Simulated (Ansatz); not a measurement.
Relaxation of C₂H₃I (6 atoms, charge 0, multiplicity 1), to a largest force component of 0.015 eV/Å in at most 40 steps.

The calculation used RKS PBE0-D4/def2-SVP (Ansatz 0.2.0).

```xyz
6
Properties=species:S:1:pos:R:3:forces:R:3
C -0.624 0.075 -0.454 -0.40 0.39 -0.06
C 0.367 0.160 0.406 0.31 0.40 0.53
I 0.624 1.788 1.719 -0.01 -0.18 -0.13
H -0.747 -0.761 -1.121 0.10 -0.60 -0.33
H -1.361 0.858 -0.518 -0.46 0.39 -0.11
H 1.133 -0.589 0.517 0.46 -0.40 0.10
```

Question: Where does it end, and by what steps?

Answer: It converged. After 4 steps the energy has fallen by 0.032 eV; H5 moved furthest, 0.05 Å.

```csv
step,energy less start (eV),largest force component (eV/Å),accepted
0,0.0000,0.601,yes
1,-0.0274,0.201,yes
2,-0.0314,0.065,yes
3,-0.0320,0.041,yes
4,-0.0322,0.005,yes
```

```xyz
6
Properties=species:S:1:pos:R:3
C -0.638 0.094 -0.453
C 0.366 0.172 0.413
I 0.648 1.775 1.729
H -0.714 -0.780 -1.108
H -1.404 0.867 -0.547
H 1.135 -0.597 0.513
```

Time of the run: 40 s on 1 CPU thread of a shared host.
